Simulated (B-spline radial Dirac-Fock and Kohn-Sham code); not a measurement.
Electron momentum distribution of Yb⁹⁺: Compton profiles

System: the Yb⁹⁺ ion in the configuration [Kr] 4d10 4f12 5s2 5p1.

Input file task.json (cfg lists n, l and occupation; rrms is the nuclear radius in fm):

```json
{"items": [{
  "Z": 70,
  "q": 9,
  "cfg": [[1, 0, 2], [2, 0, 2], [2, 1, 6], [3, 0, 2], [3, 1, 6], [3, 2, 10], [4, 0, 2], [4, 1, 6], [4, 2, 10], [4, 3, 12], [5, 0, 2], [5, 1, 1]],
  "A": 174,
  "rrms": 5.3108,
  "do": ["scatter"],
  "s": [0.0, 0.08, 0.09, 0.11, 0.14, 0.17, 0.21, 0.26, 0.32, 0.4, 0.49, 0.6, 0.73, 0.9, 1.11, 1.36, 1.67, 2.06, 2.53, 3.1, 3.81, 4.69, 5.76],
  "pz": [0, 0.1, 0.2, 0.3, 0.4, 0.5, 0.6, 0.8, 1.0, 1.2, 1.4, 1.6, 1.8, 2.0, 2.5, 3.0, 4.0, 5.0, 7.0, 10.0, 15.0, 20.0, 30.0, 40.0, 60.0, 100.0],
  "hv_scatter": [1000, 5000, 8047.8, 10000, 17479.3, 30000, 200000, 1000000]
}]}
```

Command: `python xray_run.py task.json out`

Model: the impulse approximation on Dirac-Fock orbitals of the configuration average with a finite nucleus. Program: an atomic code on a B-spline grid. pz is in atomic units of momentum; subshell profiles are per electron, for a selection of subshells; open shells are spread over both j values by their weights.

```
 pz   J total   J 2s1/2   J 2p3/2   J 3p1/2   J 5p3/2
  0     5.248    0.0388    0.0208    0.0505     0.284
0.2     5.218    0.0387    0.0208    0.0505     0.284
0.3     5.181    0.0387    0.0208    0.0505     0.283
0.4     5.131    0.0387    0.0208    0.0505     0.282
0.5     5.071    0.0387    0.0208    0.0505     0.279
0.6     5.000    0.0387    0.0208    0.0505     0.275
0.8     4.840    0.0386    0.0208    0.0505     0.260
  1     4.668    0.0385    0.0208    0.0505     0.235
1.2     4.499    0.0384    0.0208    0.0505     0.202
1.4     4.343    0.0383    0.0208    0.0505     0.165
1.6     4.204    0.0381    0.0208    0.0504     0.127
1.8     4.080    0.0380    0.0208    0.0504    0.0936
  2     3.967    0.0378    0.0208    0.0503    0.0660
2.5     3.697    0.0373    0.0208    0.0500    0.0270
  3     3.394    0.0367    0.0208    0.0494    0.0169
  4     2.691    0.0351    0.0207    0.0475    0.0153
  5     2.045    0.0332    0.0207    0.0443   0.00935
  7     1.234    0.0287    0.0204    0.0345   0.00184
 10    0.7134    0.0213    0.0194    0.0180   0.00121
 15    0.3496    0.0106    0.0161   0.00395  0.000328
 20    0.1903   0.00440    0.0119   0.00186  8.19e-05
 30   0.07047   0.00108   0.00511   0.00151  6.18e-05
 40   0.03212  0.000951   0.00193  0.000743  2.70e-05
 60  0.009881  0.000628  0.000292  0.000140  3.89e-06
100  0.001842  0.000139  1.44e-05  9.71e-06    < 1e-6
```

J(0) = 5.248. The 5s1/2 subshell gives the largest part, 16 %.

Mean momentum ⟨p⟩ by subshell (a.u.): 1s1/2 71.0, 2s1/2 25.4, 2p1/2 33.5, 2p3/2 30.1, 3s1/2 12.8, 3p1/2 15.3, 3p3/2 14.2, 3d3/2 17.1, 3d5/2 16.7, 4s1/2 6.46, 4p1/2 7.22, 4p3/2 6.79, 4d3/2 7.42, 4d5/2 7.27, 4f5/2 7.08, 4f7/2 7.00, 5s1/2 2.83, 5p1/2 3.03, 5p3/2 2.88.

Values without a named source are computed, but for edge energies of neutral atoms, which are taken from tables.
